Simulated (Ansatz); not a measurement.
Two isomers of C2H6BBrS: A = `CC(Br)BS`, B = `CSB(C)Br`.

Computed with Ansatz on PBE0-D4/def2-TZVP structures; ΔE is electronic, products minus reactants. CCSD(T)/CBS adds triple-zeta CCSD(T) − MP2 to the extrapolated MP2 energy (def2 sets, frozen cores). DFT in def2-TZVPP. B3LYP here is the variant with VWN-RPA as its local correlation; programs differ in this. For Br outer-core shells are correlated without core-valence functions, which leaves a few kJ/mol of doubt a bond. Scalar relativity is left out up to krypton. Each species was taken in one conformer, which may not be the lowest.

(1) Which is lower in electronic energy at CCSD(T)/CBS, and by how much? (Best estimate.)

(2) Give E(B) − E(A) in kJ/mol with MP2/def2-TZVPP, B2PLYP, B3LYP-D4, HF/def2-TZVPP, PBE0-D4, B3LYP, CCSD(T)/def2-TZVPP. (An estimate is asked.)

Largest T1 diagnostic: 0.011.

## Answers

(1) Computed: B, by 128.6 kJ/mol.

(2) The calculation gave: MP2/def2-TZVPP -130.9, B2PLYP -128.5, B3LYP-D4 -126.1, HF/def2-TZVPP -128.7, PBE0-D4 -131.3, B3LYP -127.3, CCSD(T)/def2-TZVPP -123.9. None reverses the order clearly.
